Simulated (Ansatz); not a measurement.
Consider the silylene formation by 1,1-elimination: `B[SiH](F)BCl` → `BBCl` + `F[SiH]`.

Computed with Ansatz on PBE0-D4/def2-TZVP structures; ΔE is electronic, products minus reactants. CCSD(T)/CBS adds triple-zeta CCSD(T) − MP2 to the extrapolated MP2 energy (def2 sets, frozen cores). This one scheme is used for every species. DFT in def2-TZVPP. HSE06 is defined as in plane-wave codes. Each species was taken in one conformer, which may not be the lowest.

```
             level  ΔE (kJ/mol)
          HSE06-D4        186.6
            r2SCAN        189.8
              PBE0        179.4
         CAM-B3LYP        160.0
           LC-ωPBE        185.8
   CCSD/def2-TZVPP        163.2
CCSD(T)/def2-TZVPP        167.3
      HF/CBS(def2)        149.3
```

Q: What does CCSD(T)/CBS give? (Best estimate.)

A: The calculation gave: +172.2 kJ/mol. The listed levels differ from it by 14.4, 17.6, 7.2, -12.2, 13.6, -9.0, -4.9, -22.9 kJ/mol.

Largest T1 diagnostic among the species: 0.015.

At CCSD(T), def2-SVP lies −12.2 kJ/mol from the extrapolated value and def2-TZVPP −4.9 kJ/mol. From BLYP to BHLYP (50 % exact exchange), in def2-TZVPP and without D4, ΔE moves by +24.1 kJ/mol. Leaving LDA and LC-ωPBE aside and taking each functional with its dispersion term where it has one, the values, not all of them listed here, spread over 39.0 kJ/mol, from BLYP-D4 to r2SCAN0-D4. LDA lies +30.1 kJ/mol from PBE without D4.
